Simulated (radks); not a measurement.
Polarisability of the ruthenium ion Ru3+, [Kr] 4d5, at imaginary frequency. Calculated with a radial shooting solver on a logarithmic mesh with Libxc functionals: non-relativistic Kohn-Sham, LDA (Slater exchange, Perdew-Wang correlation), spin-unpolarised, spherical densities, point nucleus; relativity is left out, which matters for an element this heavy. Response by self-consistent Sternheimer equations with the Hartree and adiabatic LDA kernel.

w (hartree),alpha1(iw) (bohr^3)
0.00266,5.092
0.0143,5.091
0.0360,5.085
0.0697,5.064
0.118,5.012
0.186,4.903
0.280,4.694
0.413,4.341
0.605,3.813
0.892,3.114
1.35,2.286
2.12,1.427
3.59,0.7034
6.94,0.2559
17.5,0.06172

Static values: alpha1 = 5.092 bohr^3 (0.7546 angstrom^3; uncoupled 7.430). C6 = 23.37, triple-dipole C9 = 83.17 atomic units. One-pole (London) frequency 4 C6 / (3 alpha1^2) = 1.202 hartree, against 1.397 for minus the highest occupied eigenvalue. The dipole shielding factor is 0.932, as the force sum rule N/Z = 0.932 demands.
